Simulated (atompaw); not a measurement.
# u(r) = r·R(r): atom against pseudo-atom (P)

Columns: radius, all-electron u(r) and pseudo u(r) of the 3s shell (level -13.97 eV) of phosphorus in the configuration [Ne] 3s2 3p3; PBE, scalar-relativistic, PAW (atompaw) scheme, atompaw 4.2.0.5.

| r (bohr) | all-electron | pseudo |
| --- | --- | --- |
| 0.065 | 0.1914 | 0.0501 |
| 0.131 | 0.0231 | 0.1008 |
| 0.196 | -0.1755 | 0.1503 |
| 0.262 | -0.3133 | 0.2001 |
| 0.327 | -0.3712 | 0.2485 |
| 0.392 | -0.3634 | 0.2960 |
| 0.458 | -0.3066 | 0.3432 |
| 0.523 | -0.2193 | 0.3884 |
| 0.588 | -0.1145 | 0.4322 |
| 0.654 | -0.0005 | 0.4751 |
| 0.719 | 0.1120 | 0.5154 |
| 0.785 | 0.2215 | 0.5544 |
| 0.850 | 0.3216 | 0.5906 |
| 0.915 | 0.4120 | 0.6243 |
| 0.981 | 0.4931 | 0.6560 |
| 1.046 | 0.5624 | 0.6843 |
| 1.112 | 0.6221 | 0.7101 |
| 1.177 | 0.6712 | 0.7325 |
| 1.242 | 0.7110 | 0.7515 |
| 1.308 | 0.7425 | 0.7674 |
| 1.373 | 0.7653 | 0.7795 |
| 1.438 | 0.7809 | 0.7880 |
| 1.504 | 0.7899 | 0.7929 |
| 1.569 | 0.7931 | 0.7939 |
| 1.635 | 0.7911 | 0.7912 |
| 1.700 | 0.7847 | 0.7847 |

Task: How many radial nodes do the two functions have?

Result: The all-electron 3s function has n − l − 1 = 2; the pseudo-wave has 0, since the states of the same l below it are removed with the core.

Task: Is the pseudo-wave norm-conserving?

Result: No, it belongs to a PAW set: the norm inside the radius is not constrained, and the difference is carried by the augmentation charge.
